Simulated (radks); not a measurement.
The numbers below are computed, except where a source is named.
Spherical quantum dot in the effective-mass picture: electrons in a parabolic well V = omega^2 r^2 / 2 with omega = 0.521, with a point charge +1 (a donor) at the centre, all in effective atomic units (hartree* = m*/eps^2 hartree, bohr* = eps/m* bohr), one dielectric constant everywhere. Level of theory: non-relativistic Kohn-Sham, exchange-only LDA, spin-polarised, spherical densities (a radial shooting solver with Libxc functionals). Levels are named by radial order and angular momentum (1s, 1p, 1d, 2s, ...), and open shells are averaged over m. Results are scaled to m* = 0.084 and eps = 8.3, for which hartree* = 33.18 meV and bohr* = 5.229 nm.

N = 16, configuration 1s2 1p6 1d(up 5, down 1) 2s2. This is the lowest configuration that the search found. Occupied and some empty levels:

level    occupation  eigenvalue (meV)  <r> (nm)
1s up             1            179.78     10.31
1s down           1            180.87     9.786
1p up             3            189.85     15.29
1p down           3            191.80     15.16
2s up             1            196.33     14.16
2s down           1            197.71     14.51
1d up             5            198.71     17.42
1d down           1            200.80     17.44
1f up             0            208.54     19.02
1f down           0            210.60     19.12
2p up             0            211.72     16.51
2p down           0            213.06     16.56
1g up             0            219.27     20.39
1g down           0            221.23     20.52

Energy (meV): total 1847.98, kinetic 238.09, external 459.96, Hartree 1294.1, exchange-correlation -144.15.

Electron density:

r (nm)  n(r) (e/nm^3)
1.47         0.003040
3.10         0.001696
4.73         0.001005
6.36        0.0006603
7.99        0.0005073
9.63        0.0004566
11.3        0.0004503
12.9        0.0004478
14.5        0.0004246
16.2        0.0003719
17.8        0.0002961
19.4        0.0002118
21.1        0.0001352
22.7       0.00007636
24.3       0.00003824
26.0       0.00001691
27.6        6.605e-06
29.2        2.271e-06
30.9        6.936e-07
32.5        1.877e-07
